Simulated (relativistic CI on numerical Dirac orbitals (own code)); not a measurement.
**Energy levels of Sm3+**

These numbers are calculated, not measured: Dirac-Coulomb-Breit CI, separate exchange-only KLI orbitals for each configuration, QED by a radiative potential, valence Slater integrals scaled by 0.8 (own radial code, finite nucleus).

Configurations in the expansion (outside the closed core [Xe]): 4f5.

The lowest level is 4f5 6H°_5/2, with 95 % of that term; Hund's rules for 4f5 give 6H° with J = 5/2, in agreement.

```tsv
No.	Configuration	Term	J	E (eV)	%	Landé g
1	4f5	6H°	5/2	0.0000	95	0.298
2	4f5	6H°	7/2	0.1286	97	0.829
3	4f5	6H°	9/2	0.2775	98	1.070
4	4f5	6H°	11/2	0.4399	98	1.200
5	4f5	6H°	13/2	0.6105	97	1.277
6	4f5	6H°	15/2	0.7847	95	1.326
7	4f5	6F°	1/2	0.8060	97	-0.647
8	4f5	6F°	3/2	0.8332	95	1.054
9	4f5	6F°	5/2	0.8922	93	1.300
10	4f5	6F°	7/2	1.0005	94	1.387
11	4f5	6F°	9/2	1.1492	96	1.428
12	4f5	6F°	11/2	1.3238	97	1.449
13	4f5	4G°	5/2	2.0358	48	0.789
14	4f5	4F°	3/2	2.1125	95	0.427
15	4f5	4M°	15/2	2.2006	77	0.864
16	4f5	4G°	7/2	2.2915	59	1.076
17	4f5	4I°	9/2	2.3138	95	0.737
18	4f5	4I°	11/2	2.3671	69	0.915
19	4f5	4M°	17/2	2.4166	87	0.980
20	4f5	4I°	13/2	2.4207	49	1.015
21	4f5	4F°	5/2	2.5526	53	0.853
22	4f5	4I°	15/2	2.5694	50	1.114
23	4f5	4M°	19/2	2.5993	92	1.070
24	4f5	4G°	9/2	2.6149	72	1.194
25	4f5	4M°	21/2	2.7462	94	1.136
26	4f5	4L°	13/2	2.7907	63	0.909
27	4f5	4K°	11/2	2.8325	70	0.828
28	4f5	4F°	7/2	2.8735	57	1.146
29	4f5	4L°	15/2	2.8939	53	1.035
30	4f5	4D°	5/2	2.9044	35	1.494
```

Energies count from the lowest computed level; ° marks odd parity.

The mean weight of the leading LS term, summed over parents, in these 30 levels is 79 %, and that of the leading jj configuration (from the same eigenvectors) 49 %, so LS coupling describes them better.

One configuration and one scale for all Slater integrals: terms of lower spin can come out thousands of cm⁻¹ low, and their order can be wrong.

Landé's interval rule says that E(J) − E(J−1) = AJ with one A. For the ground term the intervals give A = 296.2, 266.9, 238.1, 211.7, 187.4 cm⁻¹ for J = 7/2, 9/2, 11/2, 13/2, 15/2; the multiplet is regular.

LS names give the leading component of a level, which can be under half, so a name can repeat, a term be missing and a line seem to break the LS rules.
